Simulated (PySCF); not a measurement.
Cl2F2Si, SMILES `Cl[Si](F)(Cl)F`, neutral singlet in the gas phase. 

Cartesian coordinates (Å):
SMILES: F[Si](F)(Cl)Cl
```xyz
5

F     -0.0403    -0.9789     1.2885
Si    -0.0048    -0.0792     0.0017
F     -0.0821    -1.0292    -1.2466
Cl     1.7226     0.9420    -0.0470
Cl    -1.5954     1.1453     0.0035
```
Charge 0, multiplicity 1.

All levels are single points at this geometry (PBE0-D3(BJ)/def2-TZVP); Pople sets use spherical d functions. Orbital energies aren't observables, and empty levels follow the basis.

PBE0-D3(BJ)/def2-TZVP in PySCF gives gap (eV) = 10.04.

**Question.** Estimate the gap (eV) from each of these levels: B3LYP/6-311+G** in PySCF; BP86/6-31G* in PySCF; M06-2X/6-31G* in PySCF; PBE/6-31G* in PySCF; HF/3-21G in PySCF.

**Answer.** 
```csv
level,gap (eV)
B3LYP/6-311+G** in PySCF,8.85
BP86/6-31G* in PySCF,7.47
M06-2X/6-31G* in PySCF,12.35
PBE/6-31G* in PySCF,7.45
HF/3-21G in PySCF,17.05
```
